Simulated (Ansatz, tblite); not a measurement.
Forces on the cluster Li3N2⁻ at its B3LYP-D4/def2-TZVPD geometry. The state is a singlet with charge -1.

The xTB rows come from tblite. The restricted singlet is unstable towards broken spin symmetry in Hartree–Fock (as tested in another run); at PBE-D4/def2-TZVPD this wasn't settled. At PBE-D4/def2-TZVPD the highest occupied level of the charge -1 singlet lies above zero (up to 0.76 eV). The electron is either unbound and held by the finite basis, or the level is raised by self-interaction error. Another isomer (singlet) lies 0.32 eV lower at PBE0-D4/def2-TZVPD; other spin states weren't run for this one.

GFN2-xTB (tblite), largest force 1.94 eV/Å:

```xyz
5
positions Å, forces eV/Å
Li    2.295    0.547   -0.258   -0.080    0.175   -0.822
Li   -2.225   -0.606    0.561   -0.288    0.124   -0.784
Li   -0.295    0.241   -1.286   -0.288    0.233   -1.260
N    -0.459   -0.237    0.595   -0.856   -0.572    1.647
N     0.684    0.055    0.388    1.511    0.040    1.220
```

PBE-D4/def2-TZVPD (Ansatz), largest force 0.36 eV/Å:

```
Li 0.174 0.054 -0.072
Li -0.192 -0.039 -0.006
Li -0.047 0.038 -0.205
N -0.282 -0.106 0.198
N 0.347 0.053 0.085
```
